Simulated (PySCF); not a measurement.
An excited-state table with gaps

Compound: C₄H₁₂O₃Si.
SMILES: `COC[SiH](OC)OC`

The calculation used PySCF 2.14.0, density-fitted response routines, TDDFT wB97X-D/def2-SVPD, vertical, gas phase, core orbitals frozen in the response. Isolated species at its PBE0-D3(BJ)/def2-SVP geometry (one conformer only). Torsions of this conformer, `[CH3:1][O:2][CH2:3][SiH:4]([O:5][CH3:6])[O:7][CH3:8]`: C1–O2–C3–Si4 179°, O2–C3–Si4–O5 -63°, C3–Si4–O5–C6 71°, C3–Si4–O7–C8 173°.

Orbital energies (eV): HOMO-3 -10.56, HOMO-2 -10.16, HOMO-1 -9.71, HOMO -9.53, LUMO 2.25, LUMO+1 2.42, LUMO+2 2.67.

Lowest singlets, with some entries withheld (?).

```
state  ν̃ (cm⁻¹)       f   main configurations (H = HOMO, L = LUMO)
   S1      59090   0.013        H→L+1 (32%), H→L (32%), H-1→L (10%)
   S2      61530  0.0098  H-1→L+1 (29%), H→L+2 (15%), H-1→L+2 (14%)
   S3      63440   0.017      H→L (19%), H-1→L (15%), H-1→L+2 (10%)
   S4          ?       ?                                          ?
   S5      65290  0.0056   H-2→L+1 (40%), H-2→L (13%), H-1→L+2 (9%)
   S6          ?       ?                                          ?
   S7      68610   0.017  H-2→L+2 (29%), H-3→L+2 (14%), H-2→L (12%)
   S8      68940   0.012  H-2→L+2 (14%), H-3→L+2 (12%), H-3→L (11%)
   S9      69090   0.012    H→L+3 (20%), H-1→L+3 (15%), H→L+4 (15%)
  S10      69790  0.0050                 H-4→L+1 (50%), H-4→L (17%)
```

Q: Fill in the withheld entries.

A: 
- S4: ν̃ = 64510 cm⁻¹; f = 0.034; H→L+2 (37%), H-1→L+1 (12%), H→L (10%)
- S6: ν̃ = 66470 cm⁻¹; f = 0.035; H-1→L (31%), H-1→L+2 (16%), H→L (8%)

Q: Where do the lowest triplets lie (Tamm–Dancoff)?

A: T1 7.11 eV, H→L+1 (33%), H→L (22%), H→L+4 (15%); T2 7.37 eV, H-1→L+1 (31%), H-1→L+4 (14%), H-1→L+2 (14%); T3 7.69 eV, H→L (17%), H-1→L+2 (11%), H-2→L+1 (10%); T4 7.79 eV, H→L+2 (33%), H→L (16%). E(S1) − E(T1) = +0.22 eV.

Q: What is the mean static polarisability from the same response equations?

A: 87.5 au (12.96 Å³), with principal values 76.0, 86.3 and 100.0 au.

Q: How far apart are S3 and S10, in eV and cm⁻¹?

A: 8.652 − 7.865 = 0.787 eV, or about 6350 cm⁻¹.

All these states lie below the vertical ionisation energy of 9.69 eV (ΔSCF).
